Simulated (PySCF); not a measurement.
Compound: C₇H₁₀F₂O₂.
Atom-mapped SMILES: `[CH3:1][C@@H:2]1[CH2:3][O:4][CH2:5][C@H:6]([CH:7]([F:8])[F:9])[C:10]1=[O:11]` (hydrogens: H12, H13, H14 on C1; H15 on C2; H16, H17 on C3; H18, H19 on C5; H20 on C6; H21 on C7)

The same species was optimised twice, with GFN2-xTB and with PBE0-D3(BJ)/def2-SVP (PySCF), and the same property calculations (PySCF, gas phase) were run on both structures.

| coordinate | GFN2-xTB | PBE0-D3(BJ)/def2-SVP | change |
| --- | --- | --- | --- |
| C6–C7 (Å) | 1.526 | 1.512 | -0.014 |
| C5–C6 (Å) | 1.547 | 1.537 | -0.010 |
| C2–C3 (Å) | 1.544 | 1.536 | -0.008 |
| C1–C2 (Å) | 1.523 | 1.516 | -0.007 |
| C10=O11 (Å) | 1.202 | 1.208 | +0.006 |
| C3–O4 (Å) | 1.403 | 1.399 | -0.004 |
| C6–C10 (Å) | 1.524 | 1.519 | -0.005 |
| C2–C10 (Å) | 1.513 | 1.515 | +0.002 |
| O4–C5 (Å) | 1.399 | 1.397 | -0.002 |
| C7–F9 (Å) | 1.357 | 1.355 | -0.002 |
| C7–F8 (Å) | 1.352 | 1.353 | +0.001 |
| C2–C10–C6 (°) | 112.7 | 114.5 | +1.8 |
| C6–C7–F8 (°) | 111.6 | 110.2 | -1.4 |
| C5–C6–C7 (°) | 111.5 | 112.8 | +1.3 |
| F8–C7–F9 (°) | 106.0 | 107.4 | +1.4 |
| C3–C2–C10 (°) | 108.2 | 109.5 | +1.3 |
| C2–C10–O11 (°) | 124.5 | 123.2 | -1.3 |
| C1–C2–C3 (°) | 112.0 | 113.0 | +1.0 |
| C5–C6–C10 (°) | 109.4 | 110.3 | +0.9 |
| C5–C6–C7–F8 (°) | -44 | -51 | -7 |

Rotational constants: A = 1854, B = 796.1, C = 634.5 MHz (GFN2-xTB) against A = 1837, B = 811.2, C = 637.1 MHz (PBE0-D3(BJ)/def2-SVP). Point groups within 0.08 Å: C1 and C1.

On the GFN2-xTB structure: HOMO (eV) -7.64 [PBE0/pcSseg-1]; LUMO (eV) -0.98 [PBE0/pcSseg-1]; dipole (D) 2.68 [PBE0/pcSseg-1]; GIAO shielding of C1 (ppm) 175.7 [PBE0/pcSseg-1]; GIAO shielding of C2 (ppm) 137.2 [PBE0/pcSseg-1]; GIAO shielding of C3 (ppm) 107.8 [PBE0/pcSseg-1]; GIAO shielding of O4 (ppm) 288.5 [PBE0/pcSseg-1]; GIAO shielding of C5 (ppm) 115.9 [PBE0/pcSseg-1]; GIAO shielding of C6 (ppm) 128.7 [PBE0/pcSseg-1]; GIAO shielding of C7 (ppm) 66.5 [PBE0/pcSseg-1]; GIAO shielding of F8 (ppm) 321.7 [PBE0/pcSseg-1].

Q: What do these properties become on the PBE0-D3(BJ)/def2-SVP structure?

A: 
| property | level | on GFN2-xTB | on PBE0-D3(BJ)/def2-SVP | change |
| --- | --- | --- | --- | --- |
| HOMO (eV) | PBE0/pcSseg-1 | -7.64 | -7.61 | +0.03 |
| LUMO (eV) | PBE0/pcSseg-1 | -0.98 | -0.99 | -0.01 |
| dipole (D) | PBE0/pcSseg-1 | 2.68 | 2.54 | -0.14 |
| energy, GFN2-xTB geometry as zero (kcal/mol) | PBE0/pcSseg-1 | 0.0 | -0.7 | -0.7 |
| GIAO shielding of C1 (ppm) | PBE0/pcSseg-1 | 175.7 | 174.1 | -1.6 |
| GIAO shielding of C2 (ppm) | PBE0/pcSseg-1 | 137.2 | 137.3 | +0.1 |
| GIAO shielding of C3 (ppm) | PBE0/pcSseg-1 | 107.8 | 108.6 | +0.8 |
| GIAO shielding of O4 (ppm) | PBE0/pcSseg-1 | 288.5 | 292.3 | +3.8 |
| GIAO shielding of C5 (ppm) | PBE0/pcSseg-1 | 115.9 | 117.2 | +1.3 |
| GIAO shielding of C6 (ppm) | PBE0/pcSseg-1 | 128.7 | 129.8 | +1.1 |
| GIAO shielding of C7 (ppm) | PBE0/pcSseg-1 | 66.5 | 67.2 | +0.7 |
| GIAO shielding of F8 (ppm) | PBE0/pcSseg-1 | 321.7 | 322.1 | +0.4 |

The heavy atoms differ by 0.079 Å rms after alignment. Among bonds between heavy atoms C6–C7 changes most (-0.014 Å). Changes are differences of the printed values. Neither structure is proved a minimum here.
